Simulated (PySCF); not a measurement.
GeOBr₂, SMILES [O]=[Ge]([Br])[Br].

The structure is a stationary point at B3LYP-D3(BJ)/def2-SVP.

Two levels are set side by side: PBE/def2-TZVP (PySCF) and PBE0/def2-TZVP (PySCF). Same geometry, gas phase. Differences are taken from unrounded values.

```tsv
quantity	PBE0
orbital gap (eV)	5.42
highest occupied level (eV)	-8.65
lowest empty level (eV)	-3.24
dipole moment (D)	2.98
mean polarisability (bohr³)	70.8
```

Q: What does PBE give, and how far is it from PBE0? (An estimate is asked for; the answer gives what the named calculation found.)

A: 
```csv
quantity,PBE,PBE minus PBE0
orbital gap (eV),3.08,-2.33
highest occupied level (eV),-7.14,1.52
lowest empty level (eV),-4.05,-0.82
dipole moment (D),2.69,-0.29
mean polarisability (bohr³),73.2,2.5
```

PBE's occupied levels lie high since its potential decays too fast outside the molecule; exact exchange lowers them and widens the gap. PBE's more diffuse valence density responds more strongly to a field. Differences between two approximate levels are no errors against the true value.

Rough cost on one machine, each run with all the roots and properties that it gave: PBE0 against PBE within a factor of 2.
